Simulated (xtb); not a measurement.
xtb input:

```bash
xtb mol.xyz --gfnff --opt tight --chrg 0 --uhf 0
```
mol.xyz:
```
11

Si    -0.06649161     0.07389832    -0.35075543
C      1.39093601    -1.05817647    -0.10804809
C     -1.57766350    -0.49942914     0.57241876
F      0.33538231     1.53770493     0.20049067
H     -0.36669301     0.23569280    -1.79326502
H      1.17227444    -2.05324066    -0.50385585
H      2.27447544    -0.67845801    -0.62450024
H      1.63530891    -1.16334501     0.95121558
H     -2.40456088     0.20222630     0.44803552
H     -1.90543890    -1.47395602     0.20162224
H     -1.37255940    -0.59720655     1.64068369
```

Which total energy does the run end on?

-1.38135 Eh (GFN-FF).
